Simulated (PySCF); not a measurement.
Electronic structure of La²⁺ (lanthanum, charge +2) at the UHF level

Configuration: [Xe] 6s1, 2S determinant (an excited configuration). Computed with PySCF 2.14 in def2-QZVPPD with the def2 core potential (46 electrons) (7s5p4d3f2g, 81 functions), with a scalar-relativistic core potential.

- Total energy: -30.477840 hartree
- One-electron energy: -46.0486 hartree
- Hartree (Coulomb) energy: 18.9248 hartree
- Exchange energy: -3.3540 hartree
- ⟨S²⟩: 0.7504
- ⟨L²⟩: 0.000
- Sum of ⟨r⟩: 17.95 bohr
- Sum of ⟨r²⟩: 43.67 bohr²

| shell | electrons | mean orbital energy (eV) | rms radius, mean of both spins (bohr) |
| --- | --- | --- | --- |
| 5s α | 1 | -65.182 | 1.67 |
| 5s β | 1 | -64.904 | 1.67 |
| 5p α | 3 | -43.220 | 1.90 |
| 5p β | 3 | -43.066 | 1.90 |
| 6s α | 1 | -16.699 | 4.05 |

Energies and moments cover only the electrons outside the core potential. Spin-orbit coupling, which splits the p, d and f shells strongly at this Z, is absent.
